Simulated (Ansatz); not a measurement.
ZrSi6⁻ was relaxed with B3LYP-D4 (def2-SVPD) in Ansatz in these states: charge -1 doublet, charge -1 quartet. The geometries follow in no particular order.

In the def2 sets Zr takes a core potential; there is no spin–orbit coupling.

A:

```xyz
7

Zr    0.5255    0.9839   -1.3510
Si   -0.4695   -1.0830    1.1280
Si   -1.1805   -1.1105   -1.3234
Si   -2.0382    0.8321   -0.1754
Si    1.4455   -1.4181   -0.5258
Si    1.9206    0.3685    1.0264
Si   -0.2034    1.4269    1.2212
```

B:

```xyz
7

Zr    1.478   -0.841    0.049
Si   -1.178    1.046   -0.093
Si    1.087    1.499    1.070
Si   -0.304   -0.305    2.077
Si    0.918    1.059   -1.615
Si   -0.553   -0.929   -1.825
Si   -1.448   -1.528    0.335
```

Task: Judge from the bond lengths which geometry belongs to which state (an estimate).

Result: A is the charge -1 quartet (Zr1–Si7 2.710 Å, Zr1–Si3 2.701 Å, Zr1–Si2 3.378 Å); B is the charge -1 doublet (Zr1–Si7 3.019 Å, Zr1–Si3 2.583 Å, Zr1–Si2 3.261 Å).

At PBE0-D4/def2-TZVPD a doublet lies 0.89 eV below the charge -1 quartet. These are the stationary points nearest to one start from a short search; other shapes may lie lower in each state.
